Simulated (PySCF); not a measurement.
**Worked example: dipole moment from atomic charges**

B(Cl)(Me)(SH) (CH4BClS), SMILES CB(S)Cl. Atoms are numbered in the order given.

```xyz
8

B     -0.3396    -0.0090     0.0000
Cl     0.6299    -1.4994     0.0000
C     -1.9020    -0.1116     0.0000
H     -2.2346    -0.6880     0.8810
H     -2.4225     0.8571     0.0000
H     -2.2346    -0.6880    -0.8810
S      0.6087     1.5221     0.0000
H     -0.4461     2.3699     0.0000
```

The structure is a stationary point at B3LYP-D3(BJ)/def2-SVP. One conformer was computed; it need not be the lowest.

Charges (e) from r2SCAN/def2-TZVP run with PySCF:

```
atom  Mulliken  ESP fit
----  --------  -------
B1       0.172    0.315
Cl2     -0.163   -0.121
C3      -0.381   -0.793
H4       0.137    0.223
H5       0.109    0.204
H6       0.137    0.223
S7      -0.159   -0.256
H8       0.148    0.203
```

The dipole moment of the full density is 2.15 D.

Problem. What dipole moment does each set of point charges give, and which comes closer to that of the density?

Solution. 
μ = Σ q r, and 1 e Å = 4.8032 D.
Mulliken: Σ q r = (-0.476, 0.299, 0.000) e Å, |μ| = 2.70 D.
ESP fit: Σ q r = (-0.412, 0.227, 0.000) e Å, |μ| = 2.26 D.
ESP fit comes closer in size. Point charges leave out the atoms' own dipoles (lone pairs, polarised bonds); fits to the potential absorb them, partitions of the density don't.
